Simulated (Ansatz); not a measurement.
Reaction (formal exchange of groups at a Ge–N bond): `O=C=[N][Ge]([F])([F])[F]` + benzene → `[F][Ge]([F])([F])[c]1ccccc1` + `N=C=O`

Computed with Ansatz on PBE0-D4/def2-TZVP structures; ΔE is electronic, products minus reactants. CCSD(T)/CBS adds triple-zeta CCSD(T) − MP2 to the extrapolated MP2 energy (def2 sets, frozen cores). This one scheme is used for every species. DFT in def2-TZVPP. For Ge outer-core shells are correlated without core-valence functions, which leaves a few kJ/mol of doubt a bond. Scalar relativity is left out up to krypton. Each species was taken in one conformer, which may not be the lowest.

`O=C=[N][Ge]([F])([F])[F]`:

```xyz
7

O     1.483    1.780    1.821
C     1.135    0.925    1.126
N     0.855   -0.011    0.414
Ge   -0.521   -0.531   -0.582
F    -0.150   -2.016   -1.306
F    -0.869    0.586   -1.815
F    -1.933   -0.733    0.343
```

`c1ccccc1`:

Z-matrix (Å, degrees):
```
C
C 1 1.387
C 1 1.388 2 120.0
H 1 1.084 2 120.0 3 -180.0
C 2 1.387 1 120.0 3 -0.0
H 2 1.084 1 120.0 3 180.0
C 3 1.387 1 120.0 2 0.0
H 3 1.084 1 120.0 2 180.0
C 5 1.388 2 120.0 1 0.0
H 5 1.084 2 120.0 1 180.0
H 7 1.084 3 120.0 1 180.0
H 9 1.084 5 120.0 2 180.0
```

`[F][Ge]([F])([F])[c]1ccccc1`:

Z-matrix (Å, degrees):
```
Ge
F 1 1.714
F 1 1.714 2 104.5
F 1 1.714 2 104.5 3 112.3
C 1 1.905 2 115.2 3 -123.8
C 5 1.393 1 119.8 2 90.8
C 5 1.393 1 119.9 2 -89.1
C 6 1.386 5 119.7 1 -179.6
H 6 1.084 5 120.5 1 0.9
C 7 1.386 5 119.7 1 179.6
H 7 1.084 5 120.5 1 -0.9
C 8 1.387 6 120.0 5 -0.1
H 8 1.083 6 119.8 5 -179.9
H 10 1.084 7 119.8 5 179.9
H 12 1.084 8 119.8 6 -179.9
```

`N=C=O`:

Cartesian coordinates in Å:
```
N -0.556 -0.281 0.446
C 0.483 0.050 -0.075
O 1.546 0.301 -0.468
H -1.474 -0.070 0.098
```

CCSD(T)/CBS gives +27.7 kJ/mol.

Question: Another level gave +28.0 kJ/mol. Which?
A. revPBE/def2-TZVPP
B. BHLYP-D4/def2-TZVPP
C. r2SCAN-D4/def2-TZVPP
D. BLYP-D4/def2-TZVPP

Answer: C. r2SCAN-D4 28.0, BLYP-D4 17.8, BHLYP-D4 34.5, revPBE 23.9 kJ/mol.

Largest T1 diagnostic among the species: 0.018.

Leaving LDA and LC-ωPBE aside and taking each functional with its dispersion term where it has one, the values, not all of them listed here, spread over 17.5 kJ/mol, from PBE-D4 to BHLYP-D4. LDA lies −5.1 kJ/mol from PBE without D4. In def2-TZVPP, CCSD(T) changes the Hartree–Fock value by −27.3 kJ/mol (the triples alone add −4.2 kJ/mol) and MP2 by −28.2 kJ/mol.
